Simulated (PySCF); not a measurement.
**Exact mass, isotope pattern and composition**

Species: `[NH2][Sn]([PH2])([PH2])[PH2]`.

All values are calculated from tables of isotopes.

**Question.** Find the molar and monoisotopic masses of H8NP3Sn.

**Answer.** For H8NP3Sn, with standard atomic weights, 1 × 14.007 + 1 × 118.710 + 3 × 30.974 + 8 × 1.008 = 233.703 g/mol. From the most abundant isotopes (14N, 120Sn, 31P, 1H), 1 × 14.003074 + 1 × 119.902195 + 3 × 30.973762 + 8 × 1.007825 = 234.8892 u.

**Question.** Give the isotope pattern of the molecular ion M+•, merging species of the same nominal mass.

**Answer.** 
```tsv
nominal mass	m/z (centroid)	relative intensity
227	226.8912	3.0
229	228.8892	2.0
230	229.8897	1.1
231	230.8882	44.6
232	231.8893	23.7
233	232.8880	74.4
234	233.8897	26.7
235	234.8886	100.0
236	235.8875	0.5
237	236.8898	14.2
239	238.8917	17.8
```

Lines under 0.1 % of the tallest are left out. One electron mass, 0.00055 u, is taken off. Abundances used (%; other tables differ somewhat): 14N 99.632, 15N 0.368; 112Sn 0.97, 114Sn 0.66, 115Sn 0.34, 116Sn 14.54, 117Sn 7.68, 118Sn 24.22, 119Sn 8.59, 120Sn 32.58, 122Sn 4.63, 124Sn 5.79; 1H 99.9885, 2H 0.0115.

**Question.** Protons, neutrons, electrons, and exact less nominal mass of the monoisotopic species?

**Answer.** 110 protons, 125 neutrons and 110 electrons; 234.8892 − 235 = -0.1108 u.

**Question.** What is the composition by mass?

**Answer.** N 5.99 %, Sn 50.80 %, P 39.76 %, H 3.45 %.

**Question.** Which singly substituted isotopologues are there?

**Answer.** Intensity in % of the monoisotopic species:

```tsv
isotope	mass shift (u)	m/z	intensity (%)
112Sn	-7.99738	226.8912	2.98
114Sn	-5.99942	228.8892	2.03
115Sn	-4.99885	229.8898	1.04
116Sn	-4.00045	230.8882	44.63
117Sn	-2.99924	231.8894	23.57
118Sn	-2.00059	232.8880	74.34
119Sn	-0.99889	233.8897	26.37
15N	+0.99703	235.8856	0.37
2H	+1.00628	235.8949	0.09
122Sn	+2.00124	236.8898	14.21
124Sn	+4.00308	238.8917	17.77
```

Species under 0.02 % are left out.

**Question.** What resolving power m/Δm just matches the spacing of the species with one 15N and with one 2H?

**Answer.** They lie 0.00924 u apart at mass 235.89, so m/Δm is about 26000.

**Question.** What share of all molecules is the monoisotopic species?

**Answer.** 0.99632 × 0.3258 × 1^3 × 0.999885^8 = 32.43 %.
